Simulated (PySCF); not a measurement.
Compound: C2H11NO3Si3.
Bonds: C1–C2, C2–O3 (double), C2–N4, N4–Si5, Si5–O6, O6–Si7, Si7–O8, O8–Si9. Hydrogens: H10, H11, H12 on C1; H13 on N4; H14, H15 on Si5; H16, H17 on Si7; H18, H19, H20 on Si9.

A GFN2-xTB structure was refined with PBE0-D3(BJ)/def2-SVP geometry optimisation, gas phase (PySCF). Its GFN2-xTB values:

| coordinate | GFN2-xTB |
| --- | --- |
| C1–C2 | 1.477 Å |
| C1–H10 | 1.090 Å |
| C2=O3 | 1.208 Å |
| C2–N4 | 1.379 Å |
| N4–Si5 | 1.716 Å |
| N4–H13 | 1.031 Å |
| Si5–O6 | 1.630 Å |
| Si5–H14 | 1.433 Å |
| O6–Si7 | 1.629 Å |
| Si7–O8 | 1.611 Å |
| Si7–H16 | 1.458 Å |
| O8–Si9 | 1.613 Å |
| Si9–H18 | 1.457 Å |
| C1–C2–O3 | 122.9° |
| C1–C2–N4 | 118.4° |
| C2–N4–Si5 | 114.2° |
| O3–C2–N4 | 118.7° |
| N4–Si5–O6 | 99.9° |
| Si5–O6–Si7 | 141.5° |
| O6–Si7–O8 | 111.6° |
| Si7–O8–Si9 | 153.1° |
| C2–N4–Si5–O6 | -178° |
| N4–Si5–O6–Si7 | 180° |
| Si5–O6–Si7–O8 | 22° |
| O6–Si7–O8–Si9 | -1° |

Q: How do these coordinates change at the PBE0-D3(BJ)/def2-SVP level?

A: 
```
   coordinate  PBE0-D3(BJ)/def2-SVP (Å or °)  change
      Si5–H14                          1.486  +0.053
       N4–Si5                          1.765  +0.049
       O8–Si9                          1.656  +0.043
       Si7–O8                          1.647  +0.036
      Si9–H18                          1.493  +0.036
       Si5–O6                          1.664  +0.034
      Si7–H16                          1.486  +0.028
        C1–C2                          1.505  +0.028
       O6–Si7                          1.651  +0.022
       N4–H13                          1.013  -0.018
        C2–N4                          1.363  -0.016
        C2=O3                          1.221  +0.013
       C1–H10                          1.101  +0.011
   Si5–O6–Si7                          144.5    +3.0
    N4–Si5–O6                          102.4    +2.5
    O6–Si7–O8                          110.6    -1.0
     C1–C2–O3                          123.5    +0.6
     O3–C2–N4                          118.4    -0.3
     C1–C2–N4                          118.1    -0.3
   Si7–O8–Si9                          152.9    -0.2
    C2–N4–Si5                          114.1    -0.1
Si5–O6–Si7–O8                             27      +5
N4–Si5–O6–Si7                           -176      +4
O6–Si7–O8–Si9                              2      +3
 C2–N4–Si5–O6                            180      -2
```

The energy falls by 36.5 kJ/mol over 7 energy and gradient evaluations, the largest force component goes from 0.0488 to 2.4e-04 Eh/bohr, and the atoms move by 0.167 Å rms after alignment. The bond that changes most is Si5–H14 (oxygen-bound silicon to Si–H hydrogen), which lengthens by 0.053 Å. Bonds longer at the end by more than 0.005 Å: 16 of 19; shorter: 3. Rotational constants go from 2318, 400.6, 350.0 to 2173, 385.4, 338.7 MHz.

The run used 193 basis functions and 51 SCF cycles in all. Time: 4.3 min; peak memory 0.90 GiB. Hardware: one thread, Arm Neoverse N1 (aarch64), shared host with 64 logical CPUs at a one-minute load of 62.

PBE0-D3(BJ)/def2-SVP frequencies: not computed here. The numbers are those of one conformer.
